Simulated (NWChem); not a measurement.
System: CHO₂, doublet; SMILES O=[C]O

The following NWChem deck was run.

```
start job
memory heap 200 mb stack 900 mb global 1100 mb
geometry units angstroms noautoz
  O     -0.175484     1.141737     0.000000
  C      0.418896     0.103054     0.000000
  O     -0.021672    -1.147002     0.000000
  H     -1.014934    -1.136882     0.000000
end
basis spherical
  O library def2-svp
  C library def2-svp
  H library def2-svp
end
dft
  odft
  mult 2
  xc xwpbe 0.80 cpbe96 1.0 hfexch 1.00
  cam 0.2 cam_alpha 0.2 cam_beta 0.8
  iterations 150
  mulliken
end
task dft energy
```

In the optimisation the excess spin sits in a' (Cs, its own frame). The geometry was optimised at PBE-D3(BJ)/def2-SVP, spin-unrestricted. No stability test was run on the SCF state.

Problem. Predict the main results of this run. (LRC-wPBEh/def2-SVP, spin-unrestricted.) Quantities: energy (Ha); highest occupied level (eV); lowest empty minus highest occupied level, either spin (eV); dipole (D); <S²>.

Solution. 
* **energy (Ha)**: -188.77
* **highest occupied level (eV)**: -8.91
* **lowest empty minus highest occupied level, either spin (eV)**: 8.39
* **dipole (D)**: 2.14
* **<S²>**: 0.753
